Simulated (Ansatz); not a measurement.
Reaction: BOF (fluoro(oxo)borane, SMILES O=BF) → BOF+ (parent SMILES FB=O, doublet) + e-
Each species at its own B3LYP-D3(BJ)/def2-TZVP minimum (Ansatz, an electronic-structure program).

Total energies in hartree (Ansatz). UHF or UKS for unpaired electrons; spin-orbit terms are left out. Correlated methods leave the cores frozen. No relativity. The spin of BFO+ (parent SMILES O=BF, doublet) was assumed, and the state is the lowest solution found for it.

```csv
species,HF/cc-pVTZ,CCSD(T)/cc-pVTZ,HF/cc-pVQZ,CCSD(T)/cc-pVQZ,CCSDT(Q)/cc-pVTZ
"1: BOF (fluoro(oxo)borane, SMILES O=BF)",-199.15531,-199.74393,-199.17166,-199.80653,-199.74522
"2: BOF+ (parent SMILES O=BF, doublet)",-198.74224,-199.26826,-198.75824,-199.32571,-199.26964
```

Problem. Work out the adiabatic ionisation energy (electronic) in eV: take Hartree-Fock from cc-pVQZ, extrapolate the CCSD(T) correlation energy as X^-3 (X = 3, 4), and add CCSDT(Q) - CCSD(T) in cc-pVTZ. 1 hartree = 27.211 eV.

Solution. 
Species 1: correlation (64·(-0.63487) - 27·(-0.58862))/37 = -0.66862; step -0.00129; E1 = -199.17166 + (-0.66862) + (-0.00129) = -199.84157
Species 2: correlation (64·(-0.56747) - 27·(-0.52602))/37 = -0.59772; step -0.00138; E2 = -198.75824 + (-0.59772) + (-0.00138) = -199.35734
-1·E1 +1·E2 = 0.48423 hartree = 13.18 eV.
